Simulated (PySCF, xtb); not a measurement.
1-[amino(fluoro)boranyl]propane (C3H9BFN), SMILES B(F)(N)CCC. Other conformers were not sampled.

Harmonic wavenumbers (cm⁻¹) from GFN2-xTB (xtb 6.7.1) at its own minimum, in rising order: 55, 96, 145, 235, 304, 365, 400, 430, 537, 579, 751, 776, 834, 857, 953, 1016, 1080, 1122, 1192, 1228, 1277, 1281, 1357, 1376, 1416, 1477, 1500, 1505, 1507, 1526, 2949, 2965, 2973, 2978, 3029, 3030, 3036, 3506, 3564.

What does PBE-D3(BJ)/def2-SVP in PySCF give at its own minimum? (The exact figures need the calculation; the answer reports its results.)

68, 100, 145, 253, 308, 381, 428, 439, 451, 601, 713, 768, 817, 855, 895, 996, 1034, 1077, 1157, 1190, 1268, 1292, 1345, 1348, 1364, 1381, 1417, 1419, 1430, 1546, 2943, 2950, 2962, 2976, 2996, 3048, 3054, 3527, 3636. Paired by order, the mean absolute difference is 30 cm⁻¹ and the zero-point energies are 78.9 and 78.0 kcal/mol.
